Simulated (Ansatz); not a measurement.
GeSe, closed-shell singlet (the spin of the measured ground state), most abundant isotopes (73.9212 and 79.9165 u). Constants from fifth-degree fits in 1/R to seven points on the lowest solution found; no spin–orbit coupling, no relativity up to Kr; ω_e x_e and α_e move by some per cent with the fit.

Correlated levels freeze the inner cores; with def2 sets outer-core shells near the valence are correlated too.

Run with Ansatz (an electronic-structure program). Each number belongs to the level named beside it.

Total energies (hartree; each atom in its lowest state at that level) and vibrational constants (cm⁻¹):

```tsv
level	E(GeSe) at r_e	E(Ge)	E(Se)	ω_e	ω_e x_e
PBE/def2-TZVPP	-4477.927488	-2076.601766	-2401.124886	392	0.79
B3LYP/def2-TZVPP	-4478.679279	-2076.965140	-2401.525648	402	0.78
wB97M-V/def2-TZVPP	-4478.348263	-2076.805905	-2401.357930	432	0.71
CCSD(T)/def2-QZVPP	-4476.380431	-2075.801618	-2400.386812	410	0.87
```

**Question.** Work out D_e and D₀ in eV.

**Answer.** 
D_e = E(Ge) + E(Se) − E(molecule), times 27.2114 eV; D₀ = D_e − (ω_e/2 − ω_e x_e/4)/8065.54.
- PBE/def2-TZVPP: D_e = 5.465, zero point 0.024, D₀ = 5.441 eV
- B3LYP/def2-TZVPP: D_e = 5.129, zero point 0.025, D₀ = 5.104 eV
- wB97M-V/def2-TZVPP: D_e = 5.019, zero point 0.027, D₀ = 4.992 eV
- CCSD(T)/def2-QZVPP: D_e = 5.225, zero point 0.025, D₀ = 5.199 eV
No counterpoise correction is made.
